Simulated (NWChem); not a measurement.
CF$_{2}$, singlet; SMILES F[C]F

Results from NWChem. Low-valent species are run as closed-shell singlets; no triplet was tried in these runs. The geometry was optimised at PBE0/def2-SVP. Ions are spin-unrestricted doublets at the neutral geometry; other ion states weren't tried.

### Question
What does the run give for PBE/def2-SVP? Quantities: vertical ionisation energy, ΔSCF (eV); −ε(HOMO) (eV).

### Answer
```yaml
vertical ionisation energy, ΔSCF (eV): 11.51
"−ε(HOMO) (eV)": 6.67
```
